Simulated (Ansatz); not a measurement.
Consider the redistribution: `[SiH3][SiH]1[CH2][AlH]1` + `O[SiH2]CCl` → `[SiH3][SiH2]CCl` + `O[SiH]1[CH2][AlH]1`.

Gas-phase electronic energies from Ansatz, PBE0-D4/def2-TZVP geometries. CCSD(T)/CBS is the MP2 limit (def2-TZVPP, def2-QZVPP) plus CCSD(T) − MP2 in def2-TZVPP, frozen cores. Functionals use def2-TZVPP. B3LYP here is the variant with VWN-RPA as its local correlation; programs differ in this. Each species was taken in one conformer, which may not be the lowest.

(1) Is it downhill or uphill in electronic energy at CCSD(T)/CBS, and by how much? (An estimate is asked.)

(2) What do these levels give: B3LYP-D4, ωB97X-V, ωB97M-V, B2PLYP, PBE, r2SCAN, HF/def2-TZVPP, MP2/def2-TZVPP, SCS-MP2/def2-TZVPP, CCSD(T)/def2-TZVPP, MP2/def2-QZVPP, SCS-MP2/def2-QZVPP? (Estimate.)

Largest T1 diagnostic among the species: 0.014.

Results:

(1) Computed: Uphill: ΔE = +30.0 kJ/mol.

(2) Computed: B3LYP-D4 27.4, ωB97X-V 28.0, ωB97M-V 29.0, B2PLYP 27.8, PBE 23.2, r2SCAN 28.6, HF/def2-TZVPP 30.8, MP2/def2-TZVPP 31.9, SCS-MP2/def2-TZVPP 30.6, CCSD(T)/def2-TZVPP 29.9, MP2/def2-QZVPP 31.8, SCS-MP2/def2-QZVPP 30.5 kJ/mol.

From PBE to PBE0 (25 % exact exchange), in def2-TZVPP and without D4, ΔE moves by +3.4 kJ/mol.
